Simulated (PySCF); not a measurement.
C2H7OSi, SMILES C[SiH](C)[O], doublet (CAM-B3LYP/def2-SVP optimised geometry):

```
11

C     -0.497     0.987     0.000
Si    -0.096    -0.847     0.000
C     -0.763    -1.723     1.510
O      1.590    -0.847     0.000
H     -1.590     1.117    -0.035
H     -0.117     1.471     0.911
H     -0.062     1.492    -0.874
H     -0.620    -1.492    -1.239
H     -0.408    -1.239     2.432
H     -0.443    -2.776     1.533
H     -1.864    -1.709     1.510
```

Computed with unrestricted CAM-B3LYP/def2-TZVP (PySCF).

### Question
What are the frontier orbital energies (α orbitals alone; a β orbital can be the lowest empty one) and the dipole moment?

### Answer
HOMO-2 -11.67 eV, HOMO-1 -10.38 eV, HOMO -10.04 eV, LUMO 1.84 eV, LUMO+1 2.03 eV; dipole moment 2.24 D.

Meta-Löwdin charges at CAM-B3LYP/def2-TZVP: C1 -0.59, Si2 1.03, C3 -0.61, O4 -0.48, H5 0.13, H6 0.13, H7 0.14, H8 -0.14, H9 0.13, H10 0.13, H11 0.13.
